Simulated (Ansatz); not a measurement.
Compare A (`BC[SiH2]F`) with its isomer B (`FBC[SiH3]`).

Gas-phase electronic energies from Ansatz, PBE0-D4/def2-TZVP geometries. CBS: MP2 limit from def2 TZ/QZ plus the TZ coupled-cluster correction, frozen cores. DFT in def2-TZVPP. B3LYP here is the variant with VWN-RPA as its local correlation; programs differ in this. Each species was taken in one conformer, which may not be the lowest.

A:

```xyz
10

B    -1.026    1.117   -0.460
C     0.112    0.614    0.443
Si    0.601   -1.140    0.010
F     1.779   -1.577    1.004
H    -2.170    0.935   -0.158
H    -0.787    1.651   -1.504
H    -0.164    0.549    1.501
H     1.046    1.176    0.326
H     1.130   -1.237   -1.371
H    -0.520   -2.088    0.209
```

B:

```xyz
10

F    -0.619   -1.982    1.312
B    -1.063   -0.909    0.666
C    -0.215    0.381    0.647
Si    0.878    0.438   -0.891
H    -2.109   -1.028    0.088
H    -0.847    1.273    0.588
H     0.452    0.456    1.511
H     0.045    0.374   -2.121
H     1.824   -0.707   -0.896
H     1.654    1.705   -0.905
```

Which isomer does CCSD(T)/CBS put lower? Give the gap. (Best estimate.)

The calculation gave: B, by 2.8 kcal/mol.

Give E(B) − E(A) in kcal/mol with B3LYP-D4, PBE0-D4, B2PLYP, BLYP-D4, B3LYP, CCSD(T)/def2-TZVPP, LDA (SPW92). (Estimate.)

The calculation gave: B3LYP-D4 -4.1, PBE0-D4 -5.1, B2PLYP -3.7, BLYP-D4 -4.7, B3LYP -4.1, CCSD(T)/def2-TZVPP -4.0, LDA (SPW92) -7.5. None reverses the order clearly.

Does the order hold for the free energy at 298.15 K (harmonic terms from PBE0-D4)? (An estimate is asked.)

Computed: Yes: G(B) − G(A) = -3.1 kcal/mol, for one conformer each.

Largest T1 diagnostic: 0.012.

From BLYP to BHLYP (50 % exact exchange), in def2-TZVPP and without D4, E(B) − E(A) moves by +1.5 kcal/mol. In def2-TZVPP, CCSD(T) changes the Hartree–Fock value by −1.7 kcal/mol (the triples alone add −0.4 kcal/mol) and MP2 by −0.8 kcal/mol.
